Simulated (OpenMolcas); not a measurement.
# Fe4+: effect of the IPEA shift

| Quantity | Value |
| --- | --- |
| Program | OpenMolcas 26.06 |
| Basis | ANO-RCC-VTZP [6s5p3d2f1g] |
| Scalar Hamiltonian | DKH2, point nucleus |
| Active space | 4 electrons in 5 orbitals (3d) |
| State averaging | 2S+1 = 5 even, 5 roots; 2S+1 = 3 even, 45 roots kept (CI in the orbitals of an earlier block); 2S+1 = 1 even, 50 roots kept (CI in the orbitals of an earlier block) |
| Spin-orbit coupling | state interaction with AMFI integrals over the reference wave functions, term energies averaged over their components |

Methods on the same reference wave functions:
A. CASSCF
B. MS-CASPT2, IPEA 0 Eh, imaginary shift 0.1 Eh (closed shells correlated: 3s 3p)
C. MS-CASPT2, IPEA 0.25 Eh, imaginary shift 0.1 Eh (closed shells correlated: 3s 3p)

Energies in cm⁻¹ above 3d⁴ ⁵D₀, the measured ground level; measured values from Corliss and Sugar, J. Phys. Chem. Ref. Data 11, 135 (1982).

```tsv
Level	A	B	C	Measured
3d⁴ ⁵D₀	0.0	0.0	0.0	0.0
3d⁴ ⁵D₁	152	155	154	142
3d⁴ ⁵D₂	446	453	452	417
3d⁴ ⁵D₃	870	878	877	803
3d⁴ ⁵D₄	1406	1412	1411	1283
3d⁴ ³H₄	27194	25440	25770	24932
3d⁴ ³H₅	27519	25780	26120	25226
3d⁴ ³H₆	27875	26160	26490	25528
3d⁴ ³P₀(1)	29067	24370	24900	24055
3d⁴ ³P₁(1)	29976	25310	25840	24973
3d⁴ ³F₂(1)	31370	27180	27730	26761
3d⁴ ³F₃(1)	31448	27270	27820	26842
3d⁴ ³P₂(1)	31568	26890	27430	26468
3d⁴ ³F₄(1)	31607	27440	27990	26974
3d⁴ ³G₃	34373	30480	30930	29817
3d⁴ ³G₄	34755	30870	31320	30147
3d⁴ ³G₅	35052	31200	31640	30430
3d⁴ ¹I₆	41039	38940	39100	37512
3d⁴ ¹G₄(1)	43375	38180	38530	36586
3d⁴ ³D₃	44385	37420	38040	36630
3d⁴ ³D₂	44504	37550	38170	36758
3d⁴ ³D₁	44652	37690	38310	36925
3d⁴ ¹S₀(1)	50364	40850	41610	39633
3d⁴ ¹D₂(1)	53813	48320	48540	46291
```

Deviations, from unrounded energies. A percentage is the sum of absolute deviations over the sum of measured energies, with the sign that they share, or ± where signs differ.

```json
{"Against measurement": "mean absolute deviation (cm-1)", "Levels": "23", "A": "4400", "B": "660", "C": "1000"}
{"Against measurement": "fine structure of the ground term (%)", "Levels": "4", "A": "+8.6", "B": "+9.5", "C": "+9.4"}
{"Against measurement": "other terms of the ground configuration (%)", "Levels": "19", "A": "+17.1", "B": "+2.5", "C": "+4.0"}
```

B lies closest to measurement on these levels and A furthest from it. The largest miss of B in the table is 3d⁴ ¹D₂(1), by +2000 cm-1. The ranking rests on the paired levels alone, and a cruder setting can come out closer through cancelling errors.

Between B and C the level of the table that moves most is 3d⁴ ¹S₀(1), by 760 cm-1 (lowest in B, highest in C). Moves below CASPT2's spread within the term are not significant.

The mean deviations of B to C differ by less than CASPT2's widest spread within a term (970 cm-1), so their order carries little weight.

From A to B the spin-free energies of the other terms of 3d⁴ shown, above ⁵D, scale by factors of 0.81 to 0.95, as is usual when dynamic correlation screens the repulsion within a d or f shell.

The lowest spin-free term lies below A's lowest term by 0.338 hartree in B, 0.331 hartree in C.

CASPT2 does not keep the components of a term degenerate, so their means are used; among the terms shown or strongly mixed into the levels shown the widest spread is 970 cm-1 (3d⁴ ¹I, C). Terms from blocks run as CI alone lack orbitals of their own. Without dynamic correlation excited terms often stand tens of per cent too high (terms of higher spin than the ground term too low), and those without a measured partner can miss by more than the paired ones (holds for A). The CASPT2 spread within a term exceeds the gap to the next term for 3d⁴ ³D and 3d⁴ ¹G(1), 3d⁴ ¹G(1) and 3d⁴ ¹I, so the order of their levels is uncertain (holds for C). Computed and measured levels are paired by configuration, term and J; levels that our copy of the source lacks, or whose pairing is in doubt (as where it misses far off the trend of its configuration), stay unpaired and out of the deviations. Only configurations of the active space appear. Levels that lie high or do not pair safely by name in every column are left out.

A number in round brackets counts repeated terms of one configuration in the order of the reference energies.
